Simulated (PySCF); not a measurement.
Radial density of P²⁺ (phosphorus, charge +2)

M06, [Ne] 3s2 3p1, 2P determinant. Calculation: PySCF 2.14, in aug-cc-pwCVQZ; the non-relativistic Hamiltonian (point nucleus).

```csv
r (bohr),4πr²ρ (e/bohr),4πr²(ρα − ρβ)
0.00163,0.07008,0.0000
0.00275,0.1918,0.0000
0.00462,0.5129,0.0000
0.00777,1.320,0.0000
0.0131,3.186,0.0000
0.0220,6.902,0.0001
0.0370,12.50,0.0011
0.0622,16.88,0.0068
0.105,14.85,0.0302
0.176,10.76,0.0908
0.296,14.71,0.1404
0.498,13.45,0.0374
0.838,3.927,0.0691
1.41,2.101,0.5559
2.37,0.9790,0.3711
3.99,0.04847,0.0296
6.71,0.0001675,0.0001
```
